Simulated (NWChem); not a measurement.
System: MgCl, doublet; SMILES [Mg][Cl]

```xyz
2

Mg     0.0000     0.0000    -1.2917
Cl     0.0000     0.0000     0.9188
```
Atoms are numbered in this order, from 1.

Structure relaxed at the PBE0-D3(BJ)/def2-TZVP, spin-unrestricted level. The spin multiplicity was typed, not searched, and may not be the lowest. No stability test was run on the SCF state.

**Question.** List the 6 lowest vertical excitations from B3LYP/aug-cc-pVDZ, spin-unrestricted, TDA (NWChem).

**Answer.** 
```tsv
state	energy (eV)	oscillator strength	<S²>
state 1	3.42	0.165	0.75
state 2	3.42	0.165	0.75
state 3	3.77	0.047	0.79
state 4	3.77	0.047	0.79
state 5	4.53	0.172	0.76
state 6	4.83	0.043	0.79
```
